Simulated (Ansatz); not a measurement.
Isolated molecules relaxed with PBE0-D4/def2-TZVP in Ansatz; ΔE leaves out vibrations. CBS: MP2 limit from def2 TZ/QZ plus the TZ coupled-cluster correction, frozen cores. DFT in def2-TZVPP. For Ge, Se outer-core shells are correlated without core-valence functions, which leaves a few kJ/mol of doubt a bond. Scalar relativity is left out up to krypton. One conformer a species, not always the lowest.

Consider the substitution at a C–B bond: `C[B](C)[GeH3]` + `N=C[SeH]` → `C[Se]C=N` + `C[BH][GeH3]`.

Task: Is it downhill or uphill in electronic energy at CCSD(T)/CBS, and by how much? (Best estimate.)

Result: The calculation gave: Uphill: ΔE = +0.52 eV.

Task: What do these levels give: LDA (SPW92), revPBE-D4, BLYP-D4, PBE0, BHLYP, SCS-MP2/def2-QZVPP? (An estimate is asked.)

Result: The calculation gave: LDA (SPW92) 0.64, revPBE-D4 0.53, BLYP-D4 0.52, PBE0 0.55, BHLYP 0.52, SCS-MP2/def2-QZVPP 0.48 eV.

Largest T1 diagnostic among the species: 0.012.

At CCSD(T), def2-SVP lies +0.11 eV from the extrapolated value and def2-TZVPP −0.01 eV. Leaving LDA and LC-ωPBE aside and taking each functional with its dispersion term where it has one, the values, not all of them listed here, spread over 0.09 eV, from B2PLYP to B97M-V. LDA lies +0.10 eV from PBE without D4.
